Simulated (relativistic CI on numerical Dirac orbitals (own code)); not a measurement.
# Calculated levels, Ni¹¹⁺

Calculated at this level of theory: Dirac-Coulomb-Breit CI, orbitals from a KLI potential per configuration, a model potential for QED, unscaled Slater integrals (own radial code, finite nucleus).

Configuration list (outside the closed core [Ne]): 3s²3p⁵, 3s3p⁶, 3s²3p⁴3d, 3s3p⁵3d, 3p⁶3d, 3s3p⁴3d², 3s²3p⁴4s, 3s²3p⁴4p, 3s²3p³3d4p, 3p⁶4s, 3p⁶4p, 3s3p⁴3d4s, 3s²3p⁴4d, 3s3p⁵4s, 3s²3p⁴4f, 3s3p⁵4p, 3s²3p⁴5s, 3s3p⁵4d, 3p⁵3d4p, 3s²3p⁴5p, 3s²3p⁴5d, 3s3p⁵4f, 3s²3p³4s4p, 3s²3p⁴5f, 3s²3p⁴5g, 3s²3p⁴6s, 3s3p⁴4s², 3s²3p⁴6p, 3s3p⁵5s, 3s²3p³3d², 3s²3p²3d³, 3s3p³3d³, 3s²3p²3d²4s, 3s²3p²3d²4p, 3s²3p²3d²4d, 3p⁵3d², 3p⁴3d³, 3p⁴3d²4s, 3p⁴3d²4p, 3p⁴3d²4d, 3s²3p³3d4s, 3s3p³3d²4s, 3s²3p²3d4s², 3s²3p²3d4s4p, 3s²3p²3d4s4d, 3p⁵3d4s, 3p⁴3d4s², 3p⁴3d4s4p, 3p⁴3d4s4d, 3s²3p³4s², 3s3p³3d4s², 3s²3p²4s²4p, 3s²3p²4s²4d, 3s²3p³4p², 3s²3p²3d4p², 3s3p³3d4p², 3s²3p²4s4p², 3s²3p²4p³, 3s²3p²4p²4d. Double excitations out of closed p, d and f shells are left out; levels of such configurations are missing from the list, as are those of other unlisted configurations, and high levels can miss mixing partners. These lack a partner that the ground configuration has and come out too high: 3s²3p⁴4f, 3s3p⁵4p, 3s²3p⁴5s, 3s3p⁵4d, 3s²3p⁴5p.

The lowest level is 3s²3p⁵ ²P°3/2, with 97 % of that term; Hund's rules for 3s²3p⁵ give ²P° with J = 3/2, in agreement.

| No. | Configuration | Term | J | E (eV) | % | Next component (%) | Landé g | Lifetime (s) |
| --- | --- | --- | --- | --- | --- | --- | --- | --- |
| 1 | 3s²3p⁵ | ²P° | 3/2 | 0.000 | 97 | 2 3s²3p³3d² ²P° | 1.333 |  |
| 2 | 3s²3p⁵ | ²P° | 1/2 | 2.921 | 97 | 2 3s²3p³3d² ²P° | 0.665 | 4.26e-03 |
| 3 | 3s3p⁶ | ²S | 1/2 | 41.848 | 72 | 26 3s²3p⁴3d ²S | 2.001 | 1.74e-10 |
| 4 | 3s²3p⁴3d | ⁴D | 5/2 | 55.956 | 92 | 3 ²D | 1.363 | 9.39e-08 |
| 5 | 3s²3p⁴3d | ⁴D | 7/2 | 56.012 | 94 | 3 ⁴F | 1.420 | 1.07e-02 |
| 6 | 3s²3p⁴3d | ⁴D | 3/2 | 56.176 | 91 | 3 ²D | 1.194 | 8.53e-08 |
| 7 | 3s²3p⁴3d | ⁴D | 1/2 | 56.497 | 92 | 5 ²P | 0.053 | 5.22e-08 |
| 8 | 3s²3p⁴3d | ⁴F | 9/2 | 60.326 | 91 | 7 ²G | 1.318 | 3.60e-02 |
| 9 | 3s²3p⁴3d | ²P | 1/2 | 60.791 | 90 | 5 ⁴D | 0.669 | 3.24e-09 |
| 10 | 3s²3p⁴3d | ⁴F | 7/2 | 61.239 | 83 | 6 ²F | 1.213 | 2.34e-02 |
| 11 | 3s²3p⁴3d | ⁴F | 5/2 | 62.002 | 94 | 1 ⁴D | 1.033 | 9.74e-09 |
| 12 | 3s²3p⁴3d | ⁴F | 3/2 | 62.124 | 55 | 22 ²P | 0.772 | 3.96e-09 |
| 13 | 3s²3p⁴3d | ²P | 3/2 | 62.235 | 54 | 22 ⁴F | 1.099 | 2.51e-09 |
| 14 | 3s²3p⁴3d | ⁴P | 1/2 | 62.909 | 94 | 2 ²P | 2.604 | 1.36e-09 |
| 15 | 3s²3p⁴3d | ²D | 3/2 | 62.935 | 67 | 18 ⁴F | 0.833 | 1.72e-09 |
| 16 | 3s²3p⁴3d | ⁴P | 3/2 | 63.965 | 69 | 19 ²P | 1.568 | 6.26e-08 |
| 17 | 3s²3p⁴3d | ²F | 7/2 | 63.977 | 55 | 31 ²G | 1.077 | 5.47e-03 |
| 18 | 3s²3p⁴3d | ⁴P | 5/2 | 64.172 | 55 | 38 ²D | 1.411 | 5.49e-09 |
| 19 | 3s²3p⁴3d | ²D | 5/2 | 64.688 | 53 | 39 ⁴P | 1.357 | 9.97e-09 |
| 20 | 3s²3p⁴3d | ²G | 9/2 | 65.742 | 91 | 7 ⁴F | 1.126 | 4.56e-03 |
| 21 | 3s²3p⁴3d | ²G | 7/2 | 65.760 | 60 | 37 ²F | 0.987 | 4.85e-03 |
| 22 | 3s²3p⁴3d | ²F | 5/2 | 66.354 | 91 | 5 ²D | 0.880 | 1.83e-08 |
| 23 | 3s²3p⁴3d | ²F | 5/2 | 70.222 | 92 | 4 ²D | 0.874 | 2.98e-09 |
| 24 | 3s²3p⁴3d | ²F | 7/2 | 70.986 | 95 | 2 3s3p⁴3d² ²F | 1.141 | 1.77e-03 |
| 25 | 3s²3p⁴3d | ²D | 3/2 | 74.470 | 92 | 2 ⁴F | 0.803 | 4.91e-10 |
| 26 | 3s²3p⁴3d | ²D | 5/2 | 75.375 | 89 | 4 ²F | 1.193 | 1.93e-09 |
| 27 | 3s²3p⁴3d | ²S | 1/2 | 78.506 | 69 | 24 3s3p⁶ ²S | 1.989 | 4.86e-12 |
| 28 | 3s²3p⁴3d | ²P | 3/2 | 82.403 | 87 | 9 ²D | 1.284 | 5.12e-12 |
| 29 | 3s²3p⁴3d | ²D | 5/2 | 83.265 | 95 | 2 3s²3p²3d³ ²D | 1.198 | 4.39e-12 |
| 30 | 3s²3p⁴3d | ²P | 1/2 | 83.494 | 96 | 2 3s²3p²3d³ ²P | 0.682 | 5.29e-12 |
| 31 | 3s²3p⁴3d | ²D | 3/2 | 85.777 | 88 | 8 ²P | 0.841 | 4.48e-12 |
| 32 | 3s3p⁵3d | ⁴P° | 1/2 | 96.062 | 82 | 16 3s²3p³3d² ⁴P° | 2.661 | 2.35e-10 |
| 33 | 3s3p⁵3d | ⁴P° | 3/2 | 96.531 | 82 | 16 3s²3p³3d² ⁴P° | 1.728 | 2.33e-10 |
| 34 | 3s3p⁵3d | ⁴P° | 5/2 | 97.391 | 81 | 16 3s²3p³3d² ⁴P° | 1.595 | 2.30e-10 |
| 35 | 3s3p⁵3d | ⁴F° | 9/2 | 100.787 | 85 | 13 3s²3p³3d² ⁴F° | 1.333 | 1.34e-10 |
| 36 | 3s3p⁵3d | ⁴F° | 7/2 | 101.245 | 81 | 12 3s²3p³3d² ⁴F° | 1.242 | 1.32e-10 |
| 37 | 3s3p⁵3d | ⁴F° | 5/2 | 101.789 | 80 | 13 3s²3p³3d² ⁴F° | 1.040 | 1.30e-10 |
| 38 | 3s3p⁵3d | ⁴F° | 3/2 | 102.321 | 81 | 13 3s²3p³3d² ⁴F° | 0.424 | 1.28e-10 |
| 39 | 3s3p⁵3d | ⁴D° | 7/2 | 105.519 | 76 | 15 3s²3p³3d² ⁴D° | 1.409 | 1.39e-10 |
| 40 | 3s3p⁵3d | ⁴D° | 1/2 | 105.709 | 78 | 16 3s²3p³3d² ⁴D° | 0.019 | 1.36e-10 |
| 41 | 3s3p⁵3d | ⁴D° | 5/2 | 105.861 | 74 | 15 3s²3p³3d² ⁴D° | 1.352 | 1.37e-10 |
| 42 | 3s3p⁵3d | ⁴D° | 3/2 | 105.879 | 77 | 16 3s²3p³3d² ⁴D° | 1.179 | 1.36e-10 |
| 43 | 3s3p⁵3d | ²F° | 7/2 | 106.982 | 73 | 20 3s²3p³3d² ²F° | 1.155 | 2.73e-10 |
| 44 | 3s3p⁵3d | ²D° | 5/2 | 107.594 | 52 | 25 ²F° | 1.092 | 2.62e-10 |
| 45 | 3s3p⁵3d | ²D° | 3/2 | 108.291 | 69 | 17 3s²3p³3d² ²D° | 0.859 | 1.61e-10 |

Energies count from the lowest computed level; ° marks odd parity; lifetimes are radiative, by E1, M1, E2, M2, E3 decay to levels of this space only.

The mean weight of the leading LS term, summed over parents, in these 45 levels is 80 %, and that of the leading jj configuration (from the same eigenvectors) 55 %, so LS coupling describes them better.

At this charge energies of transitions that change n are usually good to better than 1 %, and those within a shell (Δn = 0) to a few per cent.

LS names give the leading component of a level, which can be under half, so a name can repeat, a term be missing and a line seem to break the LS rules.
